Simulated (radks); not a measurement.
The numbers below are computed, except where a source is named.
Q: These are the eigenvalues of the occupied orbitals of an atom or ion with whole-number occupations (eV). Code: a radial shooting solver on a logarithmic mesh with Libxc functionals. Model: scalar-relativistic Kohn-Sham, PBE, spin-polarised, spherical densities, finite nucleus; Fermi nuclear charge, rms radius of each element as measured or else 0.836 A^(1/3) + 0.57 fm.

orbital  eigenvalue
1s down   -80812.23
1s up     -80812.22
2s up     -14318.08
2s down   -14317.71
2p up     -12391.81
2p down   -12391.51
3s up     -3433.370
3s down   -3433.230
3p up     -2874.342
3p down   -2874.185
3d up     -2276.165
3d down   -2275.894
4s up     -800.3687
4s down   -800.0105
4p up     -616.9464
4p down   -616.6135
4d up     -396.4402
4d down   -396.0513
5s up     -178.4621
5s down   -175.9126
4f up     -151.6290
4f down   -151.0680
5p up     -129.0571
5p down   -125.9368
5d up      -71.7213
5d down    -68.2430

Which element is it, and in what charge state? The configuration may be excited. Open shells, if any, are filled with parallel spins first.

A: Z = 79, gold, charge +5: Au5+ in [Xe] 4f14 5d6. The list shows which subshells hold electrons but not how many an open one holds; the 1s level, -2969.8 hartree, gives Z - s = 77.1 by -(Z - s)^2/2, which with screening and relativity narrows Z to a few neighbours, and the depths of the outer levels then fix element, charge and occupations together.
